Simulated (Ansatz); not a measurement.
Consider the formal exchange of groups at a Ge–H bond: `[CH3][GeH3]` + `C#CC(C)OC` → `C#[C][GeH2][CH3]` + `CCOC`.

Isolated molecules relaxed with PBE0-D4/def2-TZVP in Ansatz; ΔE leaves out vibrations. CCSD(T)/CBS adds triple-zeta CCSD(T) − MP2 to the extrapolated MP2 energy (def2 sets, frozen cores). Functionals use def2-TZVPP. For Ge outer-core shells are correlated without core-valence functions, which leaves a few kJ/mol of doubt a bond. Scalar relativity is left out up to krypton. Each species was taken in one conformer, which may not be the lowest.

```csv
level,ΔE (kJ/mol)
r2SCAN,-35.8
HF/def2-TZVPP,-47.1
CCSD(T)/def2-TZVPP,-42.7
HF/def2-QZVPP,-46.5
```

Question: What does CCSD(T)/CBS give? (An estimate is asked.)

Answer: Computed: -40.2 kJ/mol. The listed levels differ from it by 4.4, -6.9, -2.5, -6.3 kJ/mol.

Largest T1 diagnostic among the species: 0.012.

In def2-TZVPP, CCSD(T) changes the Hartree–Fock value by +4.4 kJ/mol (the triples alone add +1.1 kJ/mol) and MP2 by +4.1 kJ/mol. The D4 term adds +3.8 kJ/mol with B3LYP and +2.2 kJ/mol with PBE0; it sums over pairs of atoms, weighted by their polarisabilities, and B3LYP, whose exchange is more repulsive, gets the larger term.

B3LYP here is the variant with VWN-RPA as its local correlation; programs differ in this.
